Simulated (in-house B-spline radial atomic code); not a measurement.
Radial electron density of Er³⁺, [Kr] 4d9 4f11 5s2 5p6 6s1. All numbers are computed (scalar-relativistic (X2C) B3LYP, spin-polarised, spherical fractional occupations, exact exchange averaged over the configuration; Fermi nucleus of rms radius 5.2516 fm) with a radial B-spline atomic code at the basis-set limit, not measured.

One-electron X2C: radii and densities carry no picture-change correction, so inner-shell <1/r> comes out high (for 1s by about 2 % at Z = 33, 5 % at 54, 10 % at 75, 30 % at 118) and <r> low.

Columns: r (bohr), 4πr²n(r) (electrons per bohr), bar.

```
0.000458    2.746 #
0.000572    3.795 #
0.000715    5.233 ##
0.000892    7.163 ###
 0.00111    9.718 ###
 0.00139    13.21 #####
 0.00174     17.8 ######
 0.00217     23.6 ########
 0.00271    30.93 ###########
 0.00338    39.81 ##############
 0.00422    50.23 ##################
 0.00527    61.73 ######################
 0.00658    73.39 ##########################
 0.00821    83.78 ##############################
  0.0103    91.29 #################################
  0.0128    93.89 ##################################
   0.016    91.37 #################################
    0.02     85.4 ###############################
  0.0249    80.69 #############################
  0.0311    82.86 ##############################
  0.0388    94.87 ##################################
  0.0485    112.1 ########################################
  0.0606    122.2 ############################################
  0.0756    115.6 ##########################################
  0.0944    98.85 ####################################
   0.118       92 #################################
   0.147    102.6 #####################################
   0.184    108.7 #######################################
   0.229    88.29 ################################
   0.286    58.26 #####################
   0.358    50.82 ##################
   0.446    58.66 #####################
   0.557    53.54 ###################
   0.696    35.26 #############
   0.869    21.07 ########
    1.08    14.63 #####
    1.35    9.863 ####
    1.69    5.112 ##
    2.11    2.083 #
    2.64   0.8731 
    3.29   0.4159 
    4.11   0.1447 
    5.13  0.02753 
    6.41 0.002364 
       8 8.022e-05 
    9.99 8.022e-07
```

On this grid the curve has 4 maxima, near 0.0128, 0.0606, 0.184, 0.446 bohr.

The 4f up radial function P(r) = rR(r), positive near the nucleus:

```
r (bohr)         P
  0.0249  0.001364
  0.0388  0.006278
  0.0606    0.0264
  0.0944   0.09548
   0.147    0.2832
   0.229    0.6473
   0.358     1.066
   0.557     1.183
   0.869    0.8754
    1.35    0.4356
    2.11    0.1322
    3.29   0.01995
```
